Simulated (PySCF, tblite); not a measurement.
C₅H₁₂OP₂.
Numbering: `[CH2:1]=[C:2]([CH3:3])[P@@:4]([CH3:5])(=[O:6])[CH2:7][PH2:8]` (hydrogens: H9, H10 on C1; H11, H12, H13 on C3; H14, H15, H16 on C5; H17, H18 on C7; H19, H20 on P8)

Geometry (GFN2-xTB, Å), atoms numbered from 1 in this order:
```
atom  x, y, z in Å
C1    -1.4084    0.1369   -1.3955
C2    -0.8296   -0.5859   -0.4493
C3    -1.0091   -2.0542   -0.2666
P4     0.2774    0.1710    0.7974
C5    -0.7158    1.4754    1.6219
O6     0.8490   -0.7936    1.7421
C7     1.5533    1.1102   -0.1499
P8     2.6916   -0.0117   -1.0985
H9    -2.0676   -0.3066   -2.1251
H10   -1.2478    1.1983   -1.4841
H11   -0.0408   -2.5525   -0.3184
H12   -1.6758   -2.4739   -1.0164
H13   -1.4076   -2.2503    0.7289
H14   -1.1054    2.2138    0.9287
H15   -0.0784    1.9548    2.3636
H16   -1.5379    0.9820    2.1380
H17    2.1518    1.6654    0.5801
H18    1.0985    1.8252   -0.8373
H19    2.8280   -0.9376   -0.0670
H20    1.6695   -0.7560   -1.6956
```

Theory: PBE0/pcSseg-1 in PySCF (dipole) on a GFN2-xTB geometry, gas phase.

Take the most abundant isotopes and a rigid rotor. The values belong to one conformer with, in the numbering `[CH2:1]=[C:2]([CH3:3])[P@@:4]([CH3:5])(=[O:6])[CH2:7][PH2:8]`, C1–C2–P4–C5 57°, C2–P4–C7–P8 -68°, P4–C7–P8–H -42° and 50°.

(1) What are A, B and C (MHz)?

(2) Classify the top.

(3) Is it planar, by Δ = Ic − Ia − Ib?

(4) Where do the levels up to J = 2 lie, in MHz?

(5) Which types of transition are allowed, and where do some lines up to J = 5 fall?

(6) Estimate the classical rotational partition function at 10 K, 25 K and 298.15 K.

Results:

(1) Ia = 308.82, Ib = 447.77, Ic = 526.18 u·Å²; 505379 MHz·u·Å²/I gives A = 1636, B = 1129, C = 960.5 MHz.

(2) An asymmetric top. Ray's parameter κ = (2B − A − C)/(A − C) = -0.502; −1 is the prolate and +1 the oblate limit.

(3) Not planar: Δ = Ic − Ia − Ib = -230.42 u·Å². For a rigid frame Δ = −2 Σ m c², so Σ m c² = 115.21 u·Å² lies off the ab plane: 23.54 from hydrogen and 91.67 from heavier atoms. The atom farthest from that plane is 2.28 Å away.

(4) Above 0(0,0):
J = 1: 1(0,1) 2089, 1(1,1) 2597, 1(1,0) 2765
J = 2: 2(0,2) 6232, 2(1,2) 6607, 2(1,1) 7112, 2(2,1) 8635, 2(2,0) 8670
The levels of one J sum to (2J + 1)J(J + 1)(A + B + C)/3.

(5) The dipole components are |μa| = 1.62 D, |μb| = 0.77 D, |μc| = 3.19 D. The squared components, which scale the intensities, stand as 0.26 : 0.06 : 1.00 (a : b : c). Some lines, for components of 0.1 D or more:

```
type  branch         J(Ka,Kc)    MHz  lower level (cm⁻¹)
   c       Q  5(2,4) ← 5(1,4)    724               1.097
   b       Q  3(1,2) ← 3(0,3)   1239               0.413
   c       Q  3(2,2) ← 3(1,2)   1296               0.454
   b       Q  5(3,2) ← 5(2,3)   2429               1.151
   b       Q  3(3,0) ← 3(2,1)   2817               0.503
   c       Q  5(4,2) ← 5(3,2)   3968               1.232
   c       Q  4(4,1) ← 4(3,1)   4060               0.878
   b       Q  4(4,0) ← 4(3,1)   4060               0.878
   a       R  2(0,2) ← 1(0,1)   4143               0.070
   c       Q  5(5,1) ← 5(4,1)   5250               1.365
   b       R  2(2,0) ← 1(1,1)   6073               0.087
   b       R  4(1,3) ← 3(2,2)   7310               0.497
   c       R  3(1,2) ← 2(0,2)   7374               0.208
   a       R  4(2,3) ← 3(2,2)   8329               0.497
   b       R  3(2,1) ← 2(1,2)   8463               0.220
   a       R  4(2,2) ← 3(2,1)   8615               0.503
   b       R  3(3,1) ← 2(2,0)   9212               0.289
   c       R  4(1,3) ← 3(0,3)   9845               0.413
   a       R  5(2,4) ← 4(2,3)  10367               0.775
   c       R  4(3,1) ← 3(2,1)  11260               0.503
   c       R  5(2,3) ← 4(1,3)  12304               0.741
   c       R  4(4,1) ← 3(3,1)  12507               0.596
   c       R  5(2,4) ← 4(1,4)  13035               0.686
   c       R  5(3,3) ← 4(2,3)  13592               0.775
   b       R  5(3,2) ← 4(2,3)  13715               0.775
   c       R  5(4,1) ← 4(3,1)  14588               0.878
   c       R  5(5,0) ← 4(4,0)  15778               1.014
```

(6) Point group C1, symmetry number σ = 1; q = (√π/σ)·√((kT/h)³/(ABC)), k/h = 20836.6 MHz/K: 4000 at 10 K, 15800 at 25 K, 652000 at 298.15 K.

Its GFN2-xTB frequencies are all real (lowest 34 cm⁻¹). These are rigid-rotor constants of the computed structure; measured ground-state constants (B0) also hold zero-point vibration. A rigid rotor knows nothing of internal rotation, which can split or shift real lines.
